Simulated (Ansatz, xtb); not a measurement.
**C6H7Br: which of two isomers lies lower**

Structure a is `C=C/C=C/C=C\Br`, a singlet and structure b is `C=C/C=C/C(=C)Br`, a singlet. Both are isolated molecules in the gas phase, relaxed with B3LYP/def2-SVP; the shapes shown needn't be the lowest conformers.

a (Å):

```xyz
14

C    -0.5298   -1.3350    2.7114
C     0.1544   -0.5451    1.8634
C     0.0230    0.8979    1.7989
C     0.7162    1.6901    0.9435
C     0.5754    3.1284    0.8908
C     1.2168    3.9934    0.0826
Br    2.5033    3.5076   -1.2242
H    -1.2484   -0.9180    3.4243
H    -0.3936   -2.4191    2.7198
H     0.8659   -1.0011    1.1641
H    -0.6878    1.3610    2.4951
H     1.4264    1.2319    0.2471
H    -0.1381    3.5813    1.5904
H     1.0441    5.0695    0.1155
```

b (Å):

```json
{"atom": "C", "x (Å)": "-0.5534", "y (Å)": "-1.0133", "z (Å)": "3.1276"}
{"atom": "C", "x (Å)": "-0.4577", "y (Å)": "-0.2671", "z (Å)": "2.0124"}
{"atom": "C", "x (Å)": "0.3528", "y (Å)": "0.9326", "z (Å)": "1.9017"}
{"atom": "C", "x (Å)": "0.4423", "y (Å)": "1.6773", "z (Å)": "0.7764"}
{"atom": "C", "x (Å)": "1.2218", "y (Å)": "2.8884", "z (Å)": "0.5664"}
{"atom": "C", "x (Å)": "1.2518", "y (Å)": "3.5719", "z (Å)": "-0.5906"}
{"atom": "Br", "x (Å)": "2.2711", "y (Å)": "3.5452", "z (Å)": "2.0385"}
{"atom": "H", "x (Å)": "-0.0084", "y (Å)": "-0.7465", "z (Å)": "4.0388"}
{"atom": "H", "x (Å)": "-1.1771", "y (Å)": "-1.9097", "z (Å)": "3.1651"}
{"atom": "H", "x (Å)": "-1.0195", "y (Å)": "-0.5662", "z (Å)": "1.1189"}
{"atom": "H", "x (Å)": "0.9177", "y (Å)": "1.2385", "z (Å)": "2.7884"}
{"atom": "H", "x (Å)": "-0.1265", "y (Å)": "1.3650", "z (Å)": "-0.1081"}
{"atom": "H", "x (Å)": "1.8459", "y (Å)": "4.4771", "z (Å)": "-0.7194"}
{"atom": "H", "x (Å)": "0.6630", "y (Å)": "3.2156", "z (Å)": "-1.4410"}
```

Quicker runs give these differences E(b) − E(a): GFN2-xTB +2.70 kJ/mol; HF/STO-3G +6.67 kJ/mol (at GFN2-xTB geometries); r2SCAN-D4/def2-SVP +4.94 kJ/mol (at GFN2-xTB geometries).

Question: Estimate E(b) − E(a) at the level CCSD(T)/def2-SVP + ΔMP2/def2-TZVPP.

Answer: CCSD(T)/def2-SVP + ΔMP2/def2-TZVPP gives E(b) − E(a) = −0.53 kJ/mol, slightly favouring structure b, which is too small a margin to settle the true order.

Level by level:

```tsv
level	geometry	E(b) − E(a) (kJ/mol)	departure from the last row (kJ/mol)	job, with rough time for the two
GFN2-xTB	GFN2-xTB	+2.70	+3.23	optimisation, 0.15 s
HF/STO-3G	GFN2-xTB	+6.67	+7.20	single point, 0.78 s
r2SCAN-D4/def2-SVP	GFN2-xTB	+4.94	+5.47	single point, 5.4 s
B3LYP/def2-SVP	B3LYP/def2-SVP	+7.25	+7.79	optimisation, 49 s
HF/def2-SVP	B3LYP/def2-SVP	+6.06	+6.59	part of the CCSD(T) run
MP2/def2-SVP	B3LYP/def2-SVP	+0.47	+1.00	part of the CCSD(T) run
CCSD(T)/def2-SVP	B3LYP/def2-SVP	+1.05	+1.58	single point
CCSD(T)/def2-SVP + ΔMP2/def2-TZVPP	B3LYP/def2-SVP	−0.53		single point, 86 s
```

As drawn, both hold the same kinds of bond in the same numbers.

The largest departure from CCSD(T)/def2-SVP + ΔMP2/def2-TZVPP is that of B3LYP/def2-SVP, 7.79 kJ/mol. The last row adds to CCSD(T) the change of the MP2 difference between the two basis sets, here −1.58 kJ/mol.

With thermal terms from frequencies at re-optimised GFN2-xTB minima (ideal gas, soft modes damped towards free rotors, one conformer each, 298.15 K, 1 atm): on the last row, ΔE + ΔZPE = −1.43, ΔH = −1.27, ΔG = −0.88 kJ/mol.

The correlated steps freeze 15 core orbitals; the filled d shell of Br is correlated, in a basis made for valence electrons. Run with Ansatz 0.2.0, xtb 6.7.1; the last row on 2 threads of Intel(R) Xeon(R) 6975P-C (Granite Rapids) on a shared host.
